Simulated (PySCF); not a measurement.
An unknown gives this computed stick spectrum. Theory: TDDFT PBE0/def2-SVPD, vertical, gas phase, core orbitals frozen in the response (PySCF 2.14.0, density-fitted response routines). Geometries: GFN2-xTB, one conformer each.

```csv
state,λ (nm),f
S1,190.3,0.022
S2,178.4,0.0094
S3,174.6,0.072
S4,173.2,0.015
S5,170.8,0.019
S6,163.6,0.017
S7,162.1,0.0074
S8,161.4,0.012
```

Orbital energies (eV): HOMO-3 -9.19, HOMO-2 -8.90, HOMO-1 -7.96, HOMO -7.47, LUMO 0.26, LUMO+1 0.75, LUMO+2 0.84.

Question: Which structure fits?
A. `C([Si@@H]1CC[C@H]1F)C`
B. `O=C(F)C1CCCC1`
C. `F[SiH2]SCC(F)F`
D. `C[C@@H]1C=C(F)[C@@H](C)O1`
E. `n1c([SiH3])ccc(F)c1`

Answer: A. Its S1, at 6.51 eV, is the highest among the candidates; the nearest of the others has S1 at 6.22 eV. S1 is HOMO→LUMO (85%). Löwdin shares by element: HOMO carbon 37% or more, fluorine 20%, silicon 18% (atoms not listed hold the other 25%); LUMO silicon 21%, carbon 20% or more, hydrogen 9% or more (atoms not listed hold the other 50%). At the same level the other candidates give, for their lowest levels:
- `O=C(F)C1CCCC1`: 205 nm (f 0.002); 159 nm (f 0.001); 154 nm (f 0.001); 153 nm (f 0.003); 150 nm (f 0.003); T1 5.45 eV; HOMO -8.88, LUMO -0.52 eV
- `F[SiH2]SCC(F)F`: 228 nm (f 0.001); 191 nm (f 0.024); 179 nm (f 0.006); 173 nm (f 0.037); 170 nm (f 0.010); T1 5.07 eV; HOMO -7.60, LUMO -0.64 eV
- `C[C@@H]1C=C(F)[C@@H](C)O1`: 199 nm (f 0.138); 185 nm (f 0.005); 177 nm (f 0.003); 168 nm (f 0.011); 165 nm (f 0.076); T1 4.45 eV; HOMO -7.00, LUMO 0.24 eV
- `Fc1ccc([SiH3])nc1`: 273 nm (f 0.003); 247 nm (f 0.000); 230 nm (f 0.068); 201 nm (f 0.124); 180 nm (f 0.000); T1 3.83 eV; HOMO -7.53, LUMO -1.32 eV

Conformer computed: `[CH3:1][CH2:2][Si@@H:3]1[CH2:4][CH2:5][C@H:6]1[F:7]`: C1–C2–Si3–C4 -88°.
Triplets come from the Tamm–Dancoff approximation.
